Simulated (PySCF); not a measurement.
Al(Br)(OMe)(NH2) (CH5AlBrNO), SMILES C[O][Al]([Br])[NH2].

The structure is a stationary point at PBE-D3(BJ)/def2-SVP. The structure was generated by enumeration; whether it is a known compound was not checked. Other conformers were not sampled.

Computed with PBE-D3(BJ)/def2-SVP in PySCF.

Frequencies are harmonic and unscaled.

Computed vibrational spectrum:
```
mode  ν (cm⁻¹)  IR (km/mol)   moving atoms (share of kinetic energy)
----  --------  -----------  ---------------------------------------
1           76          3.8                  C 46 %, H 22 %, Br 20 %
2           82          2.3           H 36 %, O 33 %, C 16 %, N 12 %
3           84          0.7                           H 85 %, O 10 %
4          153          0.7          N 45 %, H 26 %, Br 12 %, Al 9 %
5          221         45.6                  Al 67 %, O 17 %, N 12 %
6          238         13.4          O 59 %, H 10 %, Al 10 %, Br 8 %
7          326        139.8                           H 85 %, N 15 %
8          336          2.1                                   H 99 %
9          366         29.3                 Al 40 %, Br 26 %, N 15 %
10         618         10.2             H 60 %, N 19 %, O 9 %, C 9 %
11         718        196.4  Al 41 %, H 22 %, O 14 %, N 13 %, C 10 %
12         867         74.5                  Al 46 %, N 38 %, H 10 %
13        1142         50.2                   H 66 %, C 23 %, O 11 %
14        1148          0.0                           H 77 %, C 19 %
15        1206        291.6                   O 53 %, C 32 %, H 11 %
16        1422          0.9                                   H 97 %
17        1427          2.0                                   H 97 %
18        1432         15.2                           H 88 %, C 10 %
19        1464         44.8                           H 89 %, N 11 %
20        2912        106.2                                   H 97 %
21        2989         41.9                           H 90 %, C 10 %
22        2994         39.7                           H 90 %, C 10 %
23        3518         39.9                                   H 96 %
24        3613         34.4                            H 91 %, N 9 %
```
